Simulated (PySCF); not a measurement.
**Bromine: a sound run and one with changed settings**

Sound run: Br [Ar] 3d10 4s2 4p5, Br⁺ [Ar] 3d10 4s2 4p4. Computed with PySCF 2.14 in cc-pVTZ-PP with ECP10MDF, with scalar relativity through the core potential. The sound run starts from symmetry-adapted Hartree-Fock orbitals and uses a fine grid where one is needed.

A second run was set up differently.

```tsv
species	method	sound run (hartree)	changed run (hartree)	converged
Br	UHF	-415.49139	-415.49139	yes
Br	M06-2X	-416.99019	-416.99348	yes
Br	MN15	-417.25997	-417.25926	yes
Br⁺	UHF	-415.09668	-415.09668	yes
Br⁺	M06-2X	-416.56233	-416.55949	yes
Br⁺	MN15	-416.83548	-416.83604	yes
```

Ionisation energy of Br:

```
method  sound run (eV)  changed run (eV)
   UHF          10.741            10.741
M06-2X          11.643            11.809
  MN15          11.551            11.516
```

(1) What was changed?
A. minimal basis
B. angular grid far too coarse
C. basis contracted for another Hamiltonian
D. level shift left on

Results:

(1) B. It used 14 angular points. A coarse angular grid integrates products of high-l functions wrongly, so density functionals can shift, and the SCF can exploit the error; Hartree-Fock and MP2 need no grid.
